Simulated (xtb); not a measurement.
C3H9In, charge -1, doublet, at a GFN2-xTB geometry (such geometries of metal compounds can be far from the true shape) (a state made from the parent by changing its charge; the spin is typed, not shown lowest); GFN0-xTB run with xtb.

Here is a job for xtb.
```
$ xtb coord --gfn 0 --chrg -1 --uhf 1 --json

# file coord
$coord
      0.4326568591      -0.3176184396      -0.4979622224  in
     -3.4190155258      -2.4108986625       0.3178730235  c
     -4.6480542989      -2.5521977934      -1.3404517152  h
     -4.4209784394      -1.2908256930       1.7384089130  h
     -3.1861346544      -4.3191026615       1.0825130754  h
     -0.9123155156       3.8263221059      -1.4341196944  c
      0.6383127486       5.1853858660      -1.6034022866  h
     -2.1025529956       4.4367045323       0.1430490362  h
     -2.0485344374       3.9622034487      -3.1576920464  h
      2.2009525845       0.1475818656       3.5689172003  c
      3.8938765267       1.3365010538       3.6008920655  h
      2.6848186973      -1.6463615629       4.4787474426  h
      0.7713314776       1.0729641948       4.7420609926  h
$end
```

Output, abridged:

```
   ID    Z sym.   atoms
    1   49 in     1
    2    6 c      2, 6, 10
    3    1 h      3-5, 7-9, 11-13

           -------------------------------------------------
          |                Calculation Setup                |
           -------------------------------------------------

           -------------------------------------------------
          |                 G F N 0 - x T B                 |
           -------------------------------------------------

          ...................................................
          :                      SETUP                      :
          :.................................................:
          :  # basis functions                  40          :
          :  # atomic orbitals                  39          :
          :  # shells                           27          :
          :  # electrons                        25          :
          :  electronic temp.          300.0000000     K    :
          :  accuracy                    1.0000000          :
          :  -> integral cutoff          0.2500000E+02      :
          :  -> integral neglect         0.1000000E-07      :
          ...................................................

         :::::::::::::::::::::::::::::::::::::::::::::::::::::
         ::                     SUMMARY                     ::
         :::::::::::::::::::::::::::::::::::::::::::::::::::::
         :: total energy             -14.000719027467 Eh    ::
         :: gradient norm              0.035360176607 Eh/a0 ::
         :: HOMO-LUMO gap              5.025294367208 eV    ::
         ::.................................................::
         :: H0 energy                -13.012929044290 Eh    ::
         :: repulsion energy           0.168715915429 Eh    ::
         :: electrostat energy        -1.153302884543 Eh    ::
         :: -> Gsolv                   0.000000000000 Eh    ::
         ::    -> Gsasa                0.000000000000 Eh    ::
         ::    -> Gshift               0.000000000000 Eh    ::
         :: dispersion energy         -0.003203014063 Eh    ::
         :: short-range corr.          0.000000000000 Eh    ::
         :: add. restraining           0.000000000000 Eh    ::
         :: total charge              -1.000000000000 e     ::
         :::::::::::::::::::::::::::::::::::::::::::::::::::::

           -------------------------------------------------
          |                Property Printout                |
[...]
     3   1 h        0.924     0.035     2.516     2.481
     4   1 h        0.924     0.064     2.148     2.292
     5   1 h        0.924     0.035     2.517     2.481
     6   6 c        3.569    -0.558    38.973     9.169
     7   1 h        0.924     0.035     2.517     2.481
     8   1 h        0.924     0.065     2.147     2.291
     9   1 h        0.924     0.035     2.517     2.481
    10   6 c        3.568    -0.559    39.006     9.174
    11   1 h        0.924     0.035     2.516     2.481
    12   1 h        0.924     0.035     2.517     2.481
    13   1 h        0.924     0.064     2.148     2.292

 Mol. C6AA /au·bohr⁶  :       2465.103271
 Mol. C8AA /au·bohr⁸  :     127514.678203
 Mol. α(0) /au        :         82.838768

Wiberg/Mayer (AO) data.
largest (>0.10) Wiberg bond orders for each atom

 ---------------------------------------------------------------------------
     #   Z sym  total        # sym  WBO       # sym  WBO       # sym  WBO
 ---------------------------------------------------------------------------
     1  49 in   1.868 --     6 c    0.563    10 c    0.563     2 c    0.563
     2   6 c    3.635 --     5 h    0.966     3 h    0.965     4 h    0.961
                             1 in   0.563
     3   1 h    0.984 --     2 c    0.965
     4   1 h    0.985 --     2 c    0.961
     5   1 h    0.984 --     2 c    0.966
     6   6 c    3.635 --     9 h    0.965     7 h    0.965     8 h    0.961
                             1 in   0.563
     7   1 h    0.984 --     6 c    0.965
     8   1 h    0.985 --     6 c    0.961
     9   1 h    0.984 --     6 c    0.965
    10   6 c    3.635 --    12 h    0.966    11 h    0.965    13 h    0.961
                             1 in   0.563
    11   1 h    0.984 --    10 c    0.965
    12   1 h    0.984 --    10 c    0.966
    13   1 h    0.985 --    10 c    0.961
 ---------------------------------------------------------------------------

Topologies differ in total number of bonds
Writing topology from bond orders to xtbtopo.mol

 dipole moment from electron density (au)
     X       Y       Z
   0.7465  -0.5467  -0.8603  total (Debye):    3.211

           -------------------------------------------------
          | TOTAL ENERGY              -14.000719027467 Eh   |
          | GRADIENT NORM               0.035360176607 Eh/α |
          | HOMO-LUMO GAP               5.025294367208 eV   |
           -------------------------------------------------

normal termination of xtb
```
